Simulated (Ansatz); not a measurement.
`B[SiH](Cl)[SnH3]`. Charge 0, multiplicity 1. Sn takes the def2 core potential. The geometry is a stationary point of PBE0-D4/def2-TZVP.

```xyz
10

B    -0.781   -1.143    0.258
Si    1.087   -1.080    0.405
Cl    2.420   -1.449   -1.096
Sn   -0.406    1.247   -0.301
H    -1.375   -0.938    1.279
H    -1.313   -1.532   -0.737
H     1.866   -0.534    1.543
H    -2.024    1.460   -0.783
H     0.613    1.699   -1.598
H    -0.088    2.271    1.030
```

(1) What is the dipole moment at ωB97M-V/def2-TZVPP? (Best estimate.)

(2) And with PBE, r2SCAN, B3LYP? (An estimate is asked.)

(3) Give the Mulliken charges with ωB97M-V, B3LYP, r2SCAN in def2-TZVPP. (An estimate is asked.)

Answers

(1) The calculation gave: 1.06 D, with components (0.78, 0.11, 0.70) D in this frame, pointing from negative to positive charge.

(2) Ansatz gave: PBE 0.90 D, r2SCAN 0.92 D, B3LYP 0.99 D.

(3) Ansatz gave: 
| atom | ωB97M-V | B3LYP | r2SCAN |
| --- | --- | --- | --- |
| B1 | -0.40 | -0.25 | -0.29 |
| Si2 | 0.24 | 0.27 | 0.34 |
| Cl3 | -0.17 | -0.20 | -0.20 |
| Sn4 | 0.27 | 0.43 | 0.42 |
| H5 | 0.13 | 0.07 | 0.05 |
| H6 | 0.13 | 0.07 | 0.05 |
| H7 | 0.01 | -0.04 | -0.05 |
| H8 | -0.06 | -0.11 | -0.10 |
| H9 | -0.07 | -0.12 | -0.11 |
| H10 | -0.08 | -0.12 | -0.11 |

B3LYP here is the variant with VWN-RPA as its local correlation; programs differ in this.
